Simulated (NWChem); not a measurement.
Program: NWChem. System: H₂Mg, charge 0, spin multiplicity 1, at a geometry optimised with PBE0/def2-SVP. The structure started from a generated list of species. Level: TD-PBE0/6-31G* (spherical d).

Part of the output:

```
             Northwest Computational Chemistry Package (NWChem) 7.3.0
             --------------------------------------------------------

                                NWChem Input Module
                                -------------------

 Scaling coordinates for geometry "geometry" by  1.889725989
 (inverse scale =  0.529177249)

                             Geometry "geometry" -> ""
                             -------------------------

 Output coordinates in angstroms (scale by  1.889725989 to convert to a.u.)

  No.       Tag          Charge          X              Y              Z
 ---- ---------------- ---------- -------------- -------------- --------------
    1 Mg                  12.0000     0.00000000     0.00000000     0.00000000
    2 H                    1.0000     0.00000000     0.00000000     1.70528300
    3 H                    1.0000     0.00000000     0.00000000    -1.70528300

 Effective nuclear repulsion energy (a.u.)       7.6027513325

            Nuclear Dipole moment (a.u.)
            ----------------------------
        X                 Y               Z
 ---------------- ---------------- ----------------
     0.0000000000     0.0000000000     0.0000000000


 Summary of "ao basis" -> "" (spherical)
 ------------------------------------------------------------------------------
       Tag                 Description            Shells   Functions and Types
 ---------------- ------------------------------  ------  ---------------------
 *                           6-31g*                   on all atoms

                                 NWChem DFT Module
                                 -----------------

 Summary of "ao basis" -> "ao basis" (spherical)
 ------------------------------------------------------------------------------
       Tag                 Description            Shells   Functions and Types
 ---------------- ------------------------------  ------  ---------------------
 Mg                          6-31g*                  8       18   4s3p1d
 H                           6-31g*                  2        2   2s

 Summary of "ao basis" -> "ao basis" (spherical)
 ------------------------------------------------------------------------------
       Tag                 Description            Shells   Functions and Types
 ---------------- ------------------------------  ------  ---------------------
 Mg                          6-31g*                  8       18   4s3p1d
 H                           6-31g*                  2        2   2s

            General Information
            -------------------
          SCF calculation type: DFT
          Wavefunction type:  closed shell.
          No. of atoms     :     3
          No. of electrons :    14
           Alpha electrons :     7
            Beta electrons :     7
          Charge           :     0
          Spin multiplicity:     1
          Use of symmetry is: off; symmetry adaption is: off
          Maximum number of iterations: 100
          AO basis - number of functions:    22
                     number of shells:    12
          Convergence on energy requested:  1.00D-06
          Convergence on density requested:  1.00D-05
          Convergence on gradient requested:  5.00D-04

              XC Information
              --------------
                         PBE0 Method XC Functional
                     Hartree-Fock (Exact) Exchange  0.250
          PerdewBurkeErnzerhof Exchange Functional  0.750
            Perdew 1991 LDA Correlation Functional  1.000 local
           PerdewBurkeErnz. Correlation Functional  1.000 non-local

             Grid Information
             ----------------
          Grid used for XC integration:  medium
          Radial quadrature: Mura-Knowles
          Angular quadrature: Lebedev.
          Tag              B.-S. Rad. Rad. Pts. Rad. Cut. Ang. Pts.
          ---              ---------- --------- --------- ---------
          Mg                  1.50       88           8.0       590
          H                   0.35       45           9.0       434
          Grid pruning is: on
          Number of quadrature shells:   178
          Spatial weights used:  Erf1

          Convergence Information
[...]
     Dipole Oscillator Strength                    0.3985442099
     Electric Quadrupole                           0.0000000000
     Magnetic Dipole                               0.0000000000
     Total Oscillator Strength                     0.3985442099

          sigma_e =   2.5279 Angstrom
          sigma_h =   1.7722 Angstrom
         |d_h->e| =   0.0000 Angstrom
            d_exc =   3.1462 Angstrom
            d_CD1 =   0.7557 Angstrom
            d_CD2 =  -2.1501 Angstrom
            d_CD3 =   3.1462 Angstrom
     Pearson C.C. =  -0.0410

     Occ.    6  a   ---  Virt.    9  a   -0.99890 X
     Occ.    7  a   ---  Virt.   16  a   -0.06471 X
  ----------------------------------------------------------------------------
  Root   5 singlet a              0.276711712 a.u.                7.5297 eV
  ----------------------------------------------------------------------------
     Transition Moments    X  0.00000   Y  0.00000   Z  1.35846
     Transition Moments   XX  0.00000  XY -0.00000  XZ -0.00000
     Transition Moments   YY  0.00000  YZ -0.00000  ZZ -0.00000
     Dipole Oscillator Strength                    0.3404332769
     Electric Quadrupole                           0.0000000000
     Magnetic Dipole                               0.0000000000
     Total Oscillator Strength                     0.3404332769

          sigma_e =   2.4720 Angstrom
          sigma_h =   1.8987 Angstrom
         |d_h->e| =   0.0000 Angstrom
            d_exc =   3.2718 Angstrom
            d_CD1 =   0.5733 Angstrom
            d_CD2 =  -2.1853 Angstrom
            d_CD3 =   3.2718 Angstrom
     Pearson C.C. =  -0.1054

     Occ.    6  a   ---  Virt.   11  a   -0.14496 X
     Occ.    7  a   ---  Virt.   10  a    0.98908 X
     Occ.    7  a   ---  Virt.   10  a   -0.10108 Y
     Occ.    7  a   ---  Virt.   12  a   -0.10779 X
  ----------------------------------------------------------------------------
  Root   6 singlet a              0.299503575 a.u.                8.1499 eV
  ----------------------------------------------------------------------------
     Transition Moments    X  0.00000   Y  0.00000   Z -0.00000
     Transition Moments   XX  1.79456  XY  0.00000  XZ -0.00000
     Transition Moments   YY  1.79456  YZ -0.00000  ZZ -5.07746
     Dipole Oscillator Strength                    0.0000000000
     Electric Quadrupole                           0.0000022521
     Magnetic Dipole                               0.0000000000
     Total Oscillator Strength                     0.0000022521

          sigma_e =   2.3950 Angstrom
          sigma_h =   1.7859 Angstrom
         |d_h->e| =   0.0000 Angstrom
            d_exc =   3.2610 Angstrom
            d_CD1 =   0.6092 Angstrom
            d_CD2 =  -2.0905 Angstrom
            d_CD3 =   3.2610 Angstrom
     Pearson C.C. =  -0.1997

     Occ.    6  a   ---  Virt.   10  a   -0.95822 X
     Occ.    7  a   ---  Virt.   11  a    0.28075 X
     Occ.    7  a   ---  Virt.   19  a    0.07421 X
  ----------------------------------------------------------------------------
  Root   7 singlet a              0.334985606 a.u.                9.1154 eV
  ----------------------------------------------------------------------------
     Transition Moments    X  0.00000   Y  0.00000   Z  1.58386
     Transition Moments   XX  0.00000  XY  0.00000  XZ  0.00000
     Transition Moments   YY  0.00000  YZ -0.00000  ZZ  0.00000
     Dipole Oscillator Strength                    0.5602300739
     Electric Quadrupole                           0.0000000000
     Magnetic Dipole                               0.0000000000
     Total Oscillator Strength                     0.5602300739

          sigma_e =   2.7120 Angstrom
          sigma_h =   1.8941 Angstrom
         |d_h->e| =   0.0000 Angstrom
            d_exc =   2.9868 Angstrom
            d_CD1 =   0.8178 Angstrom
            d_CD2 =  -2.3031 Angstrom
            d_CD3 =   2.9868 Angstrom
     Pearson C.C. =   0.1968

     Occ.    6  a   ---  Virt.   11  a   -0.26828 X
     Occ.    7  a   ---  Virt.   10  a    0.06822 X
     Occ.    7  a   ---  Virt.   12  a    0.96126 X
  ----------------------------------------------------------------------------
  Root   8 singlet a              0.340514043 a.u.                9.2659 eV
  ----------------------------------------------------------------------------
     Transition Moments    X -0.00000   Y -0.00000   Z  0.00000
     Transition Moments   XX -2.67769  XY -0.00000  XZ  0.00000
     Transition Moments   YY -2.67769  YZ  0.00000  ZZ -2.82058
     Dipole Oscillator Strength                    0.0000000000
     Electric Quadrupole                           0.0000000014
     Magnetic Dipole                               0.0000000000
     Total Oscillator Strength                     0.0000000014

          sigma_e =   3.3217 Angstrom
          sigma_h =   1.8955 Angstrom
         |d_h->e| =   0.0000 Angstrom
            d_exc =   3.7309 Angstrom
            d_CD1 =   1.4262 Angstrom
            d_CD2 =  -2.6086 Angstrom
            d_CD3 =   3.7309 Angstrom
     Pearson C.C. =   0.0561

     Occ.    6  a   ---  Virt.   10  a    0.28087 X
     Occ.    7  a   ---  Virt.   11  a    0.95998 X
  ----------------------------------------------------------------------------
  Root   9 singlet a              0.386832161 a.u.               10.5262 eV
  ----------------------------------------------------------------------------
     Transition Moments    X -0.00000   Y -0.00000   Z  0.23824
     Transition Moments   XX -0.00000  XY -0.00000  XZ  0.00000
     Transition Moments   YY -0.00000  YZ  0.00000  ZZ -0.00000
     Dipole Oscillator Strength                    0.0146369824
     Electric Quadrupole                           0.0000000000
     Magnetic Dipole                               0.0000000000
     Total Oscillator Strength                     0.0146369824

          sigma_e =   3.3011 Angstrom
          sigma_h =   1.7817 Angstrom
         |d_h->e| =   0.0000 Angstrom
            d_exc =   3.9626 Angstrom
            d_CD1 =   1.5193 Angstrom
            d_CD2 =  -2.5414 Angstrom
            d_CD3 =   3.9626 Angstrom
     Pearson C.C. =  -0.1387

     Occ.    6  a   ---  Virt.   11  a    0.95268 X
     Occ.    7  a   ---  Virt.   10  a    0.17343 X
     Occ.    7  a   ---  Virt.   10  a   -0.05769 Y
     Occ.    7  a   ---  Virt.   12  a    0.25524 X
  ----------------------------------------------------------------------------
  Root  10 singlet a              0.391010751 a.u.               10.6399 eV
  ----------------------------------------------------------------------------
     Transition Moments    X  0.00000   Y  0.00000   Z  0.00000
     Transition Moments   XX -0.00000  XY -0.00000  XZ  0.29274
     Transition Moments   YY -0.00000  YZ  0.66966  ZZ -0.00000
     Dipole Oscillator Strength                    0.0000000000
     Electric Quadrupole                           0.0000001700
     Magnetic Dipole                               0.0000006622
     Total Oscillator Strength                     0.0000008322

          sigma_e =   2.7808 Angstrom
          sigma_h =   1.9038 Angstrom
         |d_h->e| =   0.0000 Angstrom
            d_exc =   3.3643 Angstrom
            d_CD1 =   0.8769 Angstrom
            d_CD2 =  -2.3423 Angstrom
            d_CD3 =   3.3643 Angstrom
     Pearson C.C. =   0.0037

     Occ.    7  a   ---  Virt.   13  a    0.97812 X
     Occ.    7  a   ---  Virt.   14  a   -0.20032 X

              Target root =      1
          Target symmetry = none
      Ground state energy =   -201.106205013568
        Excitation energy =      0.194146443111
     Excited state energy =   -200.912058570457

  stored tddft:energy   -200.91205857045665

 Task  times  cpu:        4.2s     wall:        4.2s

 Total times  cpu:        4.2s     wall:        4.2s
```

Q: Write an NWChem input that would produce this output.

A: One answer among several that fit: 
```
start mol
memory heap 200 mb stack 900 mb global 1100 mb
geometry units angstroms nocenter noautoz noautosym
  Mg     0.000000     0.000000     0.000000
  H      0.000000     0.000000     1.705283
  H      0.000000     0.000000    -1.705283
end
basis spherical
  * library 6-31g*
end
dft
  xc pbe0
  semidirect memsize 60000000 filesize 0
  iterations 100
end
tddft
  rpa
  nroots 10
  notriplet
end
task tddft energy
```
